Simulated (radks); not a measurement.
The cerium ion Ce3+, configuration [Xe] 4f1. Calculated with a radial shooting solver on a logarithmic mesh with Libxc functionals: scalar-relativistic Kohn-Sham, SCAN, spin-unpolarised, spherical densities, finite nucleus; meta-GGA in the generalised Kohn-Sham scheme; Fermi nuclear charge, rms radius 4.8771 fm.

Local quantities along the radius. ELF = 1/(1 + alpha^2) is the electron localisation function; alpha = (tau - tau_W)/tau_unif compares the Pauli kinetic energy density with that of the uniform gas; 4 pi r^2 rho is in e/bohr. tau is taken from the large components.

r (bohr)	ELF	alpha	4 pi r^2 rho
0.001572	0.999	0.02472	5.886
0.002113	0.999	0.02635	9.449
0.002864	0.999	0.02938	15.02
0.003851	0.999	0.03441	22.89
0.005219	0.998	0.04333	33.87
0.007016	0.997	0.05899	47.01
0.009509	0.992	0.09038	61.21
0.01278	0.976	0.1563	72.22
0.01733	0.908	0.3184	76.38
0.0233	0.672	0.6982	72.47
0.03157	0.365	1.320	67.11
0.04245	0.366	1.317	72.30
0.05707	0.622	0.7792	89.73
0.07734	0.748	0.5803	100.3
0.104	0.557	0.8921	86.74
0.1409	0.332	1.419	73.23
0.1895	0.597	0.8209	83.73
0.2568	0.755	0.5689	78.20
0.3452	0.369	1.308	42.72
0.4679	0.326	1.437	31.75
0.6291	0.757	0.5662	36.20
0.8526	0.542	0.9196	21.72
1.146	0.280	1.604	10.62
1.553	0.695	0.6625	7.556
2.089	0.773	0.5426	3.690
2.808	0.393	1.242	0.7869
3.806	0.020	6.988	0.05539
5.117	0.000	106.9	0.001196

On this mesh the ELF has minima near r = 0.036, 0.14, 0.40, 1.1 bohr, which separate the shells, and maxima near 0.077 (0.75), 0.26 (0.76), 0.63 (0.76), 1.8 (0.79).
